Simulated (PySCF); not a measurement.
# From a log to its input

A PySCF 2.14 run on the atoms Cs 0 0 0; Br 0 0 3.551 (angstrom) printed this (some set-up lines and the per-cycle HOMO/LUMO lines with their warnings removed):

```
PySCF version 2.14.0

[INPUT] verbose = 4
[INPUT] num. atoms = 2
[INPUT] num. electrons = 16
[INPUT] charge = 0
[INPUT] spin (= nelec alpha-beta = 2S) = 0
[INPUT] symmetry False subgroup None
[INPUT] Mole.unit = angstrom

nuclear repulsion = 9.38838757757251
number of shells = 9
number of NR pGTOs = 35
number of NR cGTOs = 20
basis = lanl2dz
ecp = {'Cs': 'lanl2dz', 'Br': 'lanl2dz'}

******** <class 'pyscf.scf.smearing.SmearingRKS'> ********
method = SmearingRKS
initial guess = minao
damping factor = 0
level_shift factor = 0
DIIS = <class 'pyscf.scf.diis.CDIIS'>
diis_start_cycle = 1
diis_space = 8
diis_damp = 0
SCF conv_tol = 1e-09
SCF conv_tol_grad = None
SCF max_cycles = 50
direct_scf = True
direct_scf_tol = 1e-13
XC library pyscf.dft.libxc version 7.0.0
    S. Lehtola, C. Steigemann, M. J.T. Oliveira, and M. A.L. Marques.,  SoftwareX 7, 1–5 (2018)
XC functionals = o3lyp
    W.-M. Hoe, A. J. Cohen, and N. C. Handy.,  Chem. Phys. Lett. 341, 319–328 (2001)
    A. J. Cohen and N. C. Handy.,  Mol. Phys. 99, 607 (2001)
radial grids:
    Treutler-Ahlrichs [JCP 102, 346 (1995); DOI:10.1063/1.469408] (M4) radial grids

becke partition: Becke, JCP 88, 2547 (1988); DOI:10.1063/1.454033
pruning grids: <function nwchem_prune>
grids dens level: 3
symmetrized grids: False
atomic radii adjust function: <function treutler_atomic_radii_adjust>
small_rho_cutoff = 0
Set gradient conv threshold to 3.16228e-05
Initial guess from minao.
tot grids = 44136
init E= -22.5961697538923
    sigma = 0.005  Optimized mu = -0.0221200365525  entropy = 1.99628574595
    Total E(T) = -32.2455489061545  Free energy = -32.2555303348842  E0 = -32.2505396205193
cycle= 1 E= -32.2455489061545  delta_E= -9.65  |g|= 0.823  |ddm|= 4.15
    sigma = 0.005  Optimized mu = -0.308164790098  entropy = 1.39535095949e-15
    Total E(T) = -32.8066708430773  Free energy = -32.8066708430773  E0 = -32.8066708430773
cycle= 2 E= -32.8066708430773  delta_E= -0.561  |g|= 0.558  |ddm|=  2.6
    sigma = 0.005  Optimized mu = -0.155696059529  entropy = 4.9654935144e-06
    Total E(T) = -33.1387322970069  Free energy = -33.1387323218344  E0 = -33.1387323094206
cycle= 3 E= -33.1387322970069  delta_E= -0.332  |g|= 0.101  |ddm|= 1.33
    sigma = 0.005  Optimized mu = -0.107995865388  entropy = 0.168542371382
    Total E(T) = -33.1470275824221  Free energy = -33.147870294279  E0 = -33.1474489383506
cycle= 4 E= -33.1470275824221  delta_E= -0.0083  |g|= 0.0179  |ddm|= 0.334
    sigma = 0.005  Optimized mu = -0.112479938221  entropy = 0.0884931268852
    Total E(T) = -33.1476474311123  Free energy = -33.1480898967467  E0 = -33.1478686639295
cycle= 5 E= -33.1476474311123  delta_E= -0.00062  |g|= 0.00114  |ddm|= 0.0403
    sigma = 0.005  Optimized mu = -0.112963770276  entropy = 0.0969250326096
    Total E(T) = -33.1476077881456  Free energy = -33.1480924133086  E0 = -33.1478501007271
cycle= 6 E= -33.1476077881456  delta_E= 3.96e-05  |g|= 0.000508  |ddm|= 0.00688
    sigma = 0.005  Optimized mu = -0.113033539861  entropy = 0.0944677528414
    Total E(T) = -33.1476204009648  Free energy = -33.148092739729  E0 = -33.1478565703469
cycle= 7 E= -33.1476204009648  delta_E= -1.26e-05  |g|= 9.32e-06  |ddm|= 0.00143
    sigma = 0.005  Optimized mu = -0.113037018103  entropy = 0.0945294421876
    Total E(T) = -33.1476200926255  Free energy = -33.1480927398364  E0 = -33.1478564162309
cycle= 8 E= -33.1476200926255  delta_E= 3.08e-07  |g|= 1.44e-06  |ddm|= 4.08e-05
    sigma = 0.005  Optimized mu = -0.113037133889  entropy = 0.0945225547741
    Total E(T) = -33.1476201270659  Free energy = -33.1480927398398  E0 = -33.1478564334528
cycle= 9 E= -33.1476201270659  delta_E= -3.44e-08  |g|= 2.55e-08  |ddm|= 4.77e-06
    sigma = 0.005  Optimized mu = -0.113037129948  entropy = 0.0945226888487
    Total E(T) = -33.1476201263955  Free energy = -33.1480927398398  E0 = -33.1478564331176
cycle= 10 E= -33.1476201263955  delta_E= 6.7e-10  |g|= 2.14e-09  |ddm|= 1e-07
    sigma = 0.005  Optimized mu = -0.113037128604  entropy = 0.0945227039299
    Total E(T) = -33.1476201263201  Free energy = -33.1480927398398  E0 = -33.1478564330799
Extra cycle  E= -33.1476201263201  delta_E= 7.54e-11  |g|= 2.43e-09  |ddm|= 1.1e-08
converged SCF energy = -33.1476201263201
Dipole moment(X, Y, Z, Debye): -0.00000,  0.00000, -14.09519
orbital energies (hartree): [-0.1552 -0.1454 -0.1454 -0.0845 -0.0245 -0.0245]
```

Task: Write the input that gave this log.

Result: The input was:

```python
from pyscf import gto, dft, scf

mol = gto.M(
    atom='Cs 0 0 0; Br 0 0 3.551',
    basis='lanl2dz',
    ecp={'Cs': 'lanl2dz', 'Br': 'lanl2dz'},
    charge=0,
    spin=0,
    verbose=4,
)
mf = dft.RKS(mol, xc='o3lyp')
mf = scf.addons.smearing_(mf, sigma=0.005, method='fermi')
mf.kernel()
mf.dip_moment()
print('orbital energies (hartree):', mf.mo_energy[..., max(0, mol.nelec[1]-3):mol.nelec[0]+3].round(4))
```

Stability towards an unrestricted solution was not tested. The bond length is a typed value, not an optimised one.
